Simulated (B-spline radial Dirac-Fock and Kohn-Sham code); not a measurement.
Elastic and transport cross sections of bromine for positrons

Model: relativistic (Dirac) partial waves in the static field of the Dirac-Fock atom, without polarisation or absorption potentials. Program: a radial finite-basis atomic code. Below a few hundred eV the neglected polarisation potential matters, most of all at small angles. σ_tr1 and σ_tr2 weight the cross section with 1 − P₁ and 1 − P₂ of cos θ; "backward" is the share scattered beyond 90°.

```
energy (eV)  σ (a₀²)  σ_tr1 (a₀²)  σ_tr2 (a₀²)  σ/σ_tr1  backward (%)
        114     14.7         3.42         5.95     4.29           6.4
        125     14.3         3.19         5.59     4.47           6.0
        343     9.94         1.37         2.56     7.26           3.3
        869     6.51        0.587         1.13     11.1           2.0
       1140     5.68        0.452        0.879     12.6           1.7
       3590     3.01        0.130        0.275     23.2          0.73
       3900     2.87        0.118        0.250     24.4          0.68
       8380     1.78       0.0436       0.0981     40.8          0.34
      10000     1.58       0.0341       0.0777     46.3          0.29
      20200    0.965       0.0122       0.0290     79.1          0.14
      31000    0.704      0.00627       0.0153      112         0.086
      42600        ?            ?            ?        ?             ?
      45200    0.532      0.00342      0.00850      155         0.056
      47700    0.511      0.00313      0.00781      163         0.053
      71700    0.379      0.00161      0.00408      236         0.032
     120000    0.264     0.000685      0.00178      386         0.016
```

Question: Fill in the row for 42.6 keV.

Answer: σ = 0.556 a₀², σ_tr1 = 0.00377 a₀², σ_tr2 = 0.00933 a₀², σ/σ_tr1 = 148, backward 0.060 %. The ratio σ/σ_tr1 is roughly the number of elastic collisions that randomise the direction.

Values without a named source are computed, but for edge energies of neutral atoms, which are taken from tables.
